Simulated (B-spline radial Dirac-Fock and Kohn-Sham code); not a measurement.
**Binding energies of Pm⁵⁵⁺**

System: the Pm⁵⁵⁺ ion in the configuration [He] 2s2 2p2; nuclear rms radius 4.962 fm (A = 145).

The run's input, task.json:

```json
{"items": [{
  "Z": 61,
  "q": 55,
  "cfg": [[1, 0, 2], [2, 0, 2], [2, 1, 2]],
  "A": 145,
  "rrms": 4.962,
  "do": ["binding"]
}]}
```

Launch: `python xray_run.py task.json out`

The computed values come from a radial atomic solver: Dirac-Fock ΔSCF + Breit + QED. No correlation. Energies are counted from the vacuum level.

All terms are in eV, carry their sign (relaxation lowers the binding energy) and add up to the binding energy; ⟨r⟩ is the mean radius of the orbital in the initial state.

| subshell | −ε (Koopmans) | relaxation | Gaunt | retardation | QED | binding energy | ⟨r⟩ (bohr) |
| --- | --- | --- | --- | --- | --- | --- | --- |
| 1s | 50802.6 | -10.82 | -106.91 | 4.17 | -63.28 | 50625.7 | 0.023 |
| 2s | 12050.7 | -1.01 | -11.92 | 0.91 | -9.31 | 12029.4 | 0.095 |
| 2p | 11448.2 | -1.27 | -15.26 | 3.27 | -0.52 | 11434.4 | 0.084 |

For the deepest level, K (1s), the Breit terms make up -0.203 % of the binding energy, QED -0.125 % and orbital relaxation -0.021 %.

Going to the tabulated ground configuration of the next ion removes an electron from L2,3 (2p), computed at 11434.4 eV. NIST lists 11819 ± 5 eV as the ionisation energy of this species (theoretical), +384.63 eV from the computed value. Where a p, d or f shell is open in either ion the computed value averages over both j values and all terms, while the table refers to the lowest levels; that difference holds spin-orbit splitting (largest in heavy or highly charged ions), term energies where several electrons share open shells, and correlation, and it can reach 10 % or more.
